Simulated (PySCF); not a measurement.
Predicted spectroscopic data

Computed data (PySCF 2.14.0 with density-fitted response routines): J: B3LYP/pcJ-1 (spin–dipole term left out of most H,H and C,H couplings), σ from GIAO-PBE0/pcSseg-1, GFN2-xTB geometry. One computed conformer, equivalent nuclei averaged, relativity neglected, in vacuum.

Referencing at the same level of theory: TMS for ¹H (31.72 ppm), ¹³C (186.93 ppm). Multiplet labels drop J under 1 Hz and among equivalent protons, and merge close values. Unscaled 3J(H,H) run several per cent high. Where no couplings were computed, multiplicities follow the n + 1 count of equivalent neighbours, and m marks all less simple cases (inequivalent or close neighbours, rings, F or P nearby). Shifts are as computed. Against solution values, carbons near 30 ppm lie about +3 ppm off and those near 130 ppm about +5 ppm; carbons on Cl a further +6 ppm. Of 1313 compounds with measured shifts, 239 miss one by over three times the rms of a fit or turn the order of signals round; such compounds aren't used in these exercises. Carbons bonded to Cl come out too deshielded.

**1.** `COC1=CC(=O)CC1`, C6H8O2. ¹H NMR (500 MHz, computed): δ 5.18 (t, J = 1.6 Hz, 1H), 3.96 (s, 3H), 2.53 (m, 2H), 2.34 (m, 2H). ¹³C{¹H} NMR (computed): δ 204.6 (C), 198.0 (C), 109.2 (CH), 59.0 (CH3), 36.6 (CH2), 31.7 (CH2).

**2.** SMILES O=CC#C[C@H]1C[C@H](Cl)C1, C7H7ClO. ¹H NMR (500 MHz, computed): δ 9.55 (s, 1H), 4.57 (m, 1H), 3.23 (m, 1H), 2.83 (m, 2H), 2.75 (m, 2H). ¹³C{¹H} NMR (computed): δ 180.6, 109.2, 87.9, 55.5, 43.4, 19.6.

**3.** SMILES C1C=C(COC=O)C1, C6H8O2. ¹H NMR (500 MHz, computed): δ 8.21 (s, 1H), 6.08 (t, 1H), 4.91 (s, 2H), 2.50 (m, 2H), 2.49 (m, 2H). ¹³C{¹H} NMR (computed): δ 165.1 (CH), 151.3 (C), 136.9 (CH), 66.3 (CH2), 30.6 (CH2), 28.3 (CH2).
